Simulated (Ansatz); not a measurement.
Two members of one family (AlP nanocrystals, H-capped) that differ in charge, which shifts all levels, computed with Ansatz in the gas phase. The structures are stationary points that may keep the symmetry of their start.

First: Al7P7H20, cut from zinc blende (singlet, charge 0, PBE-D4/def2-SVP geometry).

```xyz
34

Al   -3.292   -1.815   -0.028
Al    3.209    0.381   -2.057
Al    0.640   -2.275    0.089
Al   -1.041    0.812   -1.965
Al   -2.873    2.022    1.334
Al    1.058    1.542    1.447
Al   -1.177   -1.079    3.403
P     1.135    0.984   -3.110
P    -1.151   -1.434   -1.217
P    -2.850   -0.339    1.828
P     2.659   -1.816   -1.248
P     3.037    1.642   -0.018
P     0.778   -0.766    1.913
P    -0.768    2.065    0.029
H    -3.258   -3.358    0.414
H    -4.424   -1.225   -1.002
H     4.545    0.539   -2.913
H     0.680   -3.837    0.398
H    -2.122    1.309   -3.026
H    -4.027    2.401    0.284
H    -2.577    2.909    2.640
H     1.376    2.523    2.661
H    -1.261   -2.662    3.663
H    -0.970   -0.022    4.594
H     1.105    0.280   -4.358
H     1.326    2.302   -3.636
H    -1.191   -2.243   -2.399
H    -4.053   -0.481    2.600
H     2.721   -2.684   -2.386
H     3.829   -2.294   -0.576
H     4.229    1.359    0.724
H     3.343    2.998   -0.364
H     1.932   -1.160    2.664
H    -0.570    3.424   -0.383
```

| level | HOMO (eV) | LUMO (eV) | gap (eV) |
| --- | --- | --- | --- |
| PBE-D4/def2-SVP | -5.89 | -2.30 | 3.59 |
| PBE-D4/def2-TZVP | -5.97 | -2.55 | 3.41 |
| r2SCAN-D4/def2-TZVP | -6.22 | -2.43 | 3.79 |
| PBE0-D4/def2-SVP | -6.99 | -1.54 | 5.44 |
| PBE0-D4/def2-TZVP | -7.03 | -1.79 | 5.24 |

Second: Al7P8H22⁺, cut from wurtzite, disc (singlet, charge 1, PBE-D4/def2-SVP geometry).

```
atom   x (Å)   y (Å)   z (Å)
 Al1  -2.799  -3.347  -0.969
  P2  -3.869  -1.689   0.475
  P3  -0.839  -2.050  -1.626
 Al4  -0.824   0.339  -1.816
 Al5  -2.330  -0.559   1.933
  P6  -1.411   1.065   0.426
  P7   1.427   1.124  -2.062
 Al8   2.066   3.475  -1.908
 Al9  -0.010   2.698   1.485
 P10   0.344   4.221  -0.342
Al11   0.530  -3.078   0.020
 P12  -0.520  -2.184   2.033
 P13   2.655  -1.898  -0.030
Al14   3.053   0.461  -0.465
 P15   2.125   1.528   1.524
 H16  -3.720  -3.854  -2.161
 H17  -2.166  -4.255   0.214
 H18  -4.647  -0.681  -0.175
 H19  -4.887  -2.310   1.262
 H20  -0.402  -2.579  -2.884
 H21  -1.845   0.920  -2.891
 H22  -2.807  -0.046   3.360
 H23  -2.580   1.866   0.195
 H24   1.904   0.652  -3.326
 H25   2.079   4.275  -3.281
 H26   3.277   3.378  -0.835
 H27  -0.466   3.244   2.906
 H28  -0.940   4.516  -0.894
 H29   0.683   5.506   0.183
 H30   0.763  -4.648   0.025
 H31  -0.919  -3.274   2.865
 H32   0.479  -1.619   2.890
 H33   3.336  -2.532  -1.120
 H34   3.506  -2.360   1.025
 H35   4.598   0.731  -0.710
 H36   2.040   0.575   2.590
 H37   3.116   2.388   2.088
```

**Question.** Estimate how these quantities change from the first to the second (second minus first).

**Answer.** 
```json
{"level": "PBE-D4/def2-SVP", "Δ HOMO (eV)": "-3.42", "Δ LUMO (eV)": "-2.82", "Δ gap (eV)": "0.60"}
{"level": "PBE-D4/def2-TZVP", "Δ HOMO (eV)": "-3.32", "Δ LUMO (eV)": "-2.84", "Δ gap (eV)": "0.48"}
{"level": "r2SCAN-D4/def2-TZVP", "Δ HOMO (eV)": "-3.32", "Δ LUMO (eV)": "-2.87", "Δ gap (eV)": "0.46"}
{"level": "PBE0-D4/def2-SVP", "Δ HOMO (eV)": "-3.38", "Δ LUMO (eV)": "-2.85", "Δ gap (eV)": "0.53"}
{"level": "PBE0-D4/def2-TZVP", "Δ HOMO (eV)": "-3.28", "Δ LUMO (eV)": "-2.87", "Δ gap (eV)": "0.41"}
```
